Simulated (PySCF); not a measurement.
Spectra and structures to be paired. Theory: PySCF 2.14.0, density-fitted response routines, TDDFT CAM-B3LYP/def2-SVPD, vertical, gas phase, core orbitals frozen in the response. Geometries: GFN2-xTB; one conformer of each isolated species. Triplets are in the Tamm–Dancoff approximation.

A. `CC(=O)O[C@H]1C[SiH2]1`
B. `C/C=N\N=C\C`
C. `O=[PH]1CCC1`
D. `C#CCCCl`

Lowest singlet levels (six at most, fewer where fewer were computed) with oscillator strengths:

1. 6.59 eV (f 0.000); 6.89 eV (f 0.012); 6.99 eV (f 0.000); 7.39 eV (f 0.000); 7.47 eV (f 0.011); 7.67 eV (f 0.039); T1 5.51 eV
2. 5.07 eV (f 0.007); 5.21 eV (f 0.001); 6.22 eV (f 0.096); 6.39 eV (f 0.539); 6.78 eV (f 0.031); 7.05 eV (f 0.072); T1 4.02 eV
3. 5.63 eV (f 0.039); 6.20 eV (f 0.087); 6.32 eV (f 0.002); 6.58 eV (f 0.055); 6.85 eV (f 0.009); 6.99 eV (f 0.025); T1 4.88 eV
4. 7.24 eV (f 0.007); 7.29 eV (f 0.005); 7.41 eV (f 0.006); 7.58 eV (f 0.007); 7.64 eV (f 0.039); 7.85 eV (f 0.054); T1 6.94 eV

**Question.** Match each spectrum to its molecule.

**Answer.** 1 = D, 2 = B, 3 = A, 4 = C.
- A: S1 at 5.63 eV, HOMO→LUMO (84%); Löwdin shares by element: HOMO carbon 45% or more, silicon 26%, oxygen 8% or more (atoms not listed hold the other 20%); LUMO carbon 44% or more, oxygen 40% (atoms not listed hold the other 16%); HOMO -8.03 and LUMO 0.96 eV.
- B: S1 at 5.07 eV, HOMO→LUMO (57%), HOMO-1→LUMO+1 (22%); Löwdin shares by element: HOMO nitrogen 58%, carbon 27% or more (atoms not listed hold the other 16%); LUMO nitrogen 37%, carbon 35% or more (atoms not listed hold the other 28%); HOMO -8.01 and LUMO 1.08 eV.
- C: S1 at 7.24 eV, HOMO→LUMO+1 (66%), HOMO→LUMO+4 (16%); Löwdin shares by element: HOMO (one of a set within 0.03 eV) oxygen 55%, phosphorus 17%, hydrogen 9% or more, carbon 6% or more; LUMO carbon 32% or more, hydrogen 25% or more (atoms not listed hold the other 43%); HOMO -9.24 and LUMO 1.16 eV; point group Cs.
- D: S1 at 6.59 eV, HOMO→LUMO (36%), HOMO→LUMO+5 (18%), HOMO→LUMO+1 (14%); Löwdin shares by element: HOMO (one of a set within 0.03 eV) carbon 89% or more, hydrogen 4% or more; LUMO carbon 40% or more, chlorine 29% (atoms not listed hold the other 31%); HOMO -9.52 and LUMO 1.03 eV; point group Cs, 3 of its 6 listed states under f = 0.0005.
